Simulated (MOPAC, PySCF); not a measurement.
S2Si, SMILES `S=[Si]=S`, neutral singlet in the gas phase. 

Cartesian coordinates (Å):
SMILES: S=[Si]=S
```xyz
3

S     -1.8867    -0.3835     0.0000
Si     0.0000    -0.0001     0.0000
S      1.8867     0.3836     0.0000
```
Charge 0, multiplicity 1.

All levels are single points at this geometry (B3LYP-D3(BJ)/def2-TZVP); Pople sets use spherical d functions. Orbital energies aren't observables, and empty levels follow the basis.

AM1 in MOPAC gives gap (eV) = 7.59.

Estimate the gap (eV) from each of these levels: B3LYP-D3(BJ)/def2-TZVP in PySCF; B3LYP/6-311+G** in PySCF; B3LYP/6-31G* in PySCF; B3LYP/LANL2DZ in PySCF; BP86/6-31G* in PySCF; M06-2X/6-31G* in PySCF; PM6 in MOPAC; PM7 in MOPAC.


```json
[
 {"level": "B3LYP-D3(BJ)/def2-TZVP in PySCF", "gap (eV)": "5.32"},
 {"level": "B3LYP/6-311+G** in PySCF", "gap (eV)": "5.14"},
 {"level": "B3LYP/6-31G* in PySCF", "gap (eV)": "5.21"},
 {"level": "B3LYP/LANL2DZ in PySCF", "gap (eV)": "5.28"},
 {"level": "BP86/6-31G* in PySCF", "gap (eV)": "3.72"},
 {"level": "M06-2X/6-31G* in PySCF", "gap (eV)": "7.50"},
 {"level": "PM6 in MOPAC", "gap (eV)": "7.25"},
 {"level": "PM7 in MOPAC", "gap (eV)": "6.84"}
]
```
